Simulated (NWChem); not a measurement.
Species: AlGeH5O2; SMILES [OH][Al]([OH])[GeH3]

```xyz
9

Al    -0.0016    -1.0817     0.0008
Ge    -0.0029     1.3799     0.0000
H      0.6550     1.9562    -1.2799
H     -1.4327     1.9688     0.0766
H      0.7908     1.9585     1.1990
O      1.5154    -1.8809    -0.0002
H      1.6326    -2.8384    -0.0030
O     -1.5062    -1.9038    -0.0002
H     -1.6051    -2.8634    -0.0016
```
Atoms are numbered in this order, from 1.

Computed with NWChem. Geometry: optimised at B3LYP/6-31G* (spherical d). Ions are spin-unrestricted doublets at the neutral geometry; other ion states weren't tried.

Task: What does the run give for PBE0/def2-SVPD? Quantities: −ε(HOMO) (eV).

Result: 
```
Item           Value
-------------  -----
−ε(HOMO) (eV)   8.12
```
